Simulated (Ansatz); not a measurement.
CunHm: binding per atom (eV) at several levels, gas phase, relaxed structures; Ansatz. Clusters are the lowest isomers that short searches found in that spin, judged at the geometry's level. Binding counts from free atoms in the multiplicity of their measured ground term, without zero-point energy. Singlets are spin-restricted. The structures are stationary points that may keep the symmetry of their start.

| species | state | geometry | PBE-D4/def2-SVP | PBE-D4/def2-TZVP | r2SCAN-D4/def2-TZVP | PBE0-D4/def2-SVP | PBE0-D4/def2-TZVP |
| --- | --- | --- | --- | --- | --- | --- | --- |
| Cu2H4 | singlet | r2SCAN-D4/def2-TZVP | 2.14 | 2.02 | 2.08 | 2.01 | 1.92 |
| Cu3H4 | doublet | PBE-D4/def2-SVP | 2.19 | 1.99 | 2.07 | 2.02 | 1.87 |
| Cu4H5 | doublet | r2SCAN-D4/def2-SVP | 2.42 | 2.18 | 2.27 | 2.22 | 2.05 |
| Cu5H6 | doublet | r2SCAN-D4/def2-SVP | 2.51 | 2.26 | 2.35 | 2.30 | 2.12 |

**Question.** Estimate the rows for Cu3H (singlet, PBE-D4/def2-TZVP geometry); Cu2H3 (doublet, PBE-D4/def2-TZVP geometry).

**Answer.** 
```json
{"species": "Cu3H", "state": "singlet", "geometry": "PBE-D4/def2-TZVP", "PBE-D4/def2-SVP": "1.88", "PBE-D4/def2-TZVP": "1.58", "r2SCAN-D4/def2-TZVP": "1.60", "PBE0-D4/def2-SVP": "1.60", "PBE0-D4/def2-TZVP": "1.39"}
{"species": "Cu2H3", "state": "doublet", "geometry": "PBE-D4/def2-TZVP", "PBE-D4/def2-SVP": "1.93", "PBE-D4/def2-TZVP": "1.76", "r2SCAN-D4/def2-TZVP": "1.84", "PBE0-D4/def2-SVP": "1.73", "PBE0-D4/def2-TZVP": "1.61"}
```
